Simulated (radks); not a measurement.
Problem. Radial electron density D(r) = 4 pi r^2 rho(r) of an atom or ion with 64 electrons. Method: scalar-relativistic Kohn-Sham, PBE, spin-unpolarised, spherical densities, point nucleus; computed with a radial shooting solver on a logarithmic mesh with Libxc functionals.

| r (bohr) | D(r) (e/bohr) |
|---|---|
| 0.002279 | 17.72 |
| 0.002991 | 25.86 |
| 0.003957 | 36.99 |
| 0.005236 | 50.75 |
| 0.006928 | 65.92 |
| 0.009094 | 79.50 |
| 0.01203 | 88.52 |
| 0.01592 | 89.46 |
| 0.0209 | 83.87 |
| 0.02765 | 79.66 |
| 0.03658 | 87.93 |
| 0.04802 | 107.6 |
| 0.06354 | 120.3 |
| 0.08407 | 108.0 |
| 0.1112 | 91.22 |
| 0.146 | 99.46 |
| 0.1932 | 105.3 |
| 0.2556 | 72.65 |
| 0.3355 | 47.97 |
| 0.4439 | 55.94 |
| 0.5873 | 49.99 |
| 0.7709 | 28.13 |
| 1.02 | 15.71 |
| 1.35 | 10.25 |
| 1.786 | 4.689 |
| 2.344 | 1.220 |
| 3.101 | 0.1485 |
| 4.104 | 0.007208 |

What is the nuclear charge?

Solution. Z = 67. The innermost maximum, from 1s, lies near gamma/Z bohr with gamma = sqrt(1 - (Z/c)^2) = 0.872, here 0.013 bohr (found: 0.0142), and its height grows with Z. The density is that of the holmium ion Ho3+ in [Xe] 4f10; the configuration itself is not fixed sharply by these data, and Z only to a few units. D(r) has 4 maxima, at r = 0.0142, 0.0640, 0.178, 0.485 bohr, and minima at 0.0272, 0.117, 0.346 bohr, inside which lie 1.92, 11.14, 29.56 electrons.
